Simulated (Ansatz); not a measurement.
Born–Oppenheimer molecular dynamics of C₂H₄SSeSi (9 atoms, charge 0, multiplicity 1). It starts at the highest image of a converged band. Of that band: Neighbouring images differ by up to 2.2 eV, so the band resolves the path poorly. A vibrational analysis at the climbing image gives one clearly imaginary mode, 1135i cm⁻¹: a first-order saddle point.

Theory: RKS B3LYP-D4/def2-SVP in Ansatz.

```
ensemble                      : NVE (velocity Verlet)
time step                     : 0.5 fs
steps asked                   : 200
starting velocities drawn for : 100 K
seed                          : 6666
```

Frames 1 fs apart, positions in Å.

Velocities at 5.0 fs (Å/ps):

```
Si 1.32 1.71 0.22
C 1.82 -0.36 0.91
S -0.52 -0.21 -0.38
C -4.81 1.59 0.85
Se 0.07 -0.59 -0.12
H -3.54 1.41 -6.25
H -1.01 -5.72 -3.80
H 12.74 -10.22 4.48
H 1.69 5.02 0.24
```

```xyz
9
Properties=species:S:1:pos:R:3 time_fs=5.0 energy_less_start_eV=0.041 T=55
Si -1.030 -0.777 -0.404
C 0.645 -0.056 0.162
S 2.029 -1.096 0.141
C 0.888 1.324 0.221
Se 1.380 2.941 0.222
H -2.155 0.164 -0.184
H -0.928 -1.057 -1.843
H -1.129 -2.026 0.329
H 0.456 0.550 1.317
9
Properties=species:S:1:pos:R:3 time_fs=6.0 energy_less_start_eV=0.036 T=60
Si -1.029 -0.775 -0.404
C 0.647 -0.056 0.163
S 2.029 -1.096 0.141
C 0.884 1.325 0.222
Se 1.380 2.940 0.222
H -2.159 0.166 -0.189
H -0.929 -1.062 -1.848
H -1.117 -2.039 0.335
H 0.458 0.555 1.316
9
Properties=species:S:1:pos:R:3 time_fs=7.0 energy_less_start_eV=0.034 T=63
Si -1.027 -0.773 -0.404
C 0.649 -0.055 0.164
S 2.028 -1.096 0.141
C 0.879 1.326 0.224
Se 1.380 2.940 0.222
H -2.164 0.168 -0.193
H -0.929 -1.067 -1.855
H -1.108 -2.053 0.344
H 0.460 0.562 1.314
9
Properties=species:S:1:pos:R:3 time_fs=8.0 energy_less_start_eV=0.037 T=59
Si -1.026 -0.772 -0.404
C 0.651 -0.054 0.164
S 2.028 -1.096 0.140
C 0.874 1.325 0.225
Se 1.380 2.939 0.221
H -2.170 0.170 -0.196
H -0.928 -1.071 -1.863
H -1.101 -2.067 0.353
H 0.462 0.570 1.310
9
Properties=species:S:1:pos:R:3 time_fs=9.0 energy_less_start_eV=0.042 T=53
Si -1.024 -0.770 -0.404
C 0.652 -0.053 0.165
S 2.027 -1.097 0.140
C 0.869 1.323 0.227
Se 1.380 2.939 0.221
H -2.174 0.172 -0.196
H -0.926 -1.074 -1.870
H -1.097 -2.078 0.362
H 0.465 0.580 1.306
9
Properties=species:S:1:pos:R:3 time_fs=10.0 energy_less_start_eV=0.045 T=50
Si -1.023 -0.769 -0.403
C 0.654 -0.051 0.164
S 2.027 -1.097 0.140
C 0.864 1.321 0.229
Se 1.381 2.939 0.221
H -2.178 0.172 -0.196
H -0.924 -1.076 -1.874
H -1.094 -2.084 0.368
H 0.467 0.593 1.302
9
Properties=species:S:1:pos:R:3 time_fs=11.0 energy_less_start_eV=0.039 T=57
Si -1.021 -0.768 -0.403
C 0.656 -0.050 0.163
S 2.026 -1.097 0.139
C 0.859 1.319 0.231
Se 1.381 2.938 0.221
H -2.180 0.171 -0.194
H -0.921 -1.075 -1.876
H -1.094 -2.083 0.372
H 0.469 0.609 1.299
9
Properties=species:S:1:pos:R:3 time_fs=12.0 energy_less_start_eV=0.021 T=77
Si -1.020 -0.768 -0.403
C 0.657 -0.048 0.162
S 2.026 -1.097 0.139
C 0.855 1.316 0.234
Se 1.381 2.938 0.221
H -2.180 0.168 -0.191
H -0.918 -1.073 -1.874
H -1.096 -2.077 0.374
H 0.470 0.630 1.298
9
Properties=species:S:1:pos:R:3 time_fs=13.0 energy_less_start_eV=-0.010 T=111
Si -1.018 -0.768 -0.403
C 0.659 -0.047 0.159
S 2.025 -1.097 0.139
C 0.850 1.313 0.238
Se 1.381 2.938 0.221
H -2.179 0.164 -0.187
H -0.914 -1.069 -1.869
H -1.100 -2.064 0.372
H 0.472 0.655 1.300
9
Properties=species:S:1:pos:R:3 time_fs=14.0 energy_less_start_eV=-0.054 T=161
Si -1.017 -0.768 -0.403
C 0.661 -0.047 0.156
S 2.024 -1.098 0.139
C 0.846 1.311 0.242
Se 1.381 2.938 0.220
H -2.175 0.159 -0.182
H -0.910 -1.064 -1.862
H -1.106 -2.047 0.368
H 0.473 0.687 1.304
9
Properties=species:S:1:pos:R:3 time_fs=15.0 energy_less_start_eV=-0.114 T=226
Si -1.015 -0.769 -0.403
C 0.663 -0.047 0.151
S 2.023 -1.098 0.138
C 0.842 1.308 0.248
Se 1.381 2.938 0.220
H -2.171 0.153 -0.176
H -0.905 -1.058 -1.854
H -1.114 -2.028 0.364
H 0.473 0.727 1.310
9
Properties=species:S:1:pos:R:3 time_fs=16.0 energy_less_start_eV=-0.191 T=312
Si -1.014 -0.769 -0.403
C 0.665 -0.049 0.145
S 2.022 -1.098 0.138
C 0.838 1.306 0.254
Se 1.381 2.938 0.220
H -2.165 0.147 -0.170
H -0.900 -1.051 -1.846
H -1.124 -2.010 0.361
H 0.474 0.776 1.320
```

Of the whole run (100 fs, mean temperature of the second half 1208 K): The conserved energy stayed within 0.22 meV per atom of its start (net change 0.065 meV per atom), so the integration is sound. The system heated up, since it started high on the potential surface and ran downhill. A run of 0.1 ps of so small a system gives no equilibrium averages. The orbitals stay closed-shell, which can raise the energy where a bond breaks towards radicals; this wasn't checked here.

Time of the run: 16 min on 2 threads of Intel(R) Xeon(R) Platinum 8259CL CPU @ 2.50GHz (Skylake/Cascade Lake), with other jobs on the host, peak memory 0.32 GiB.
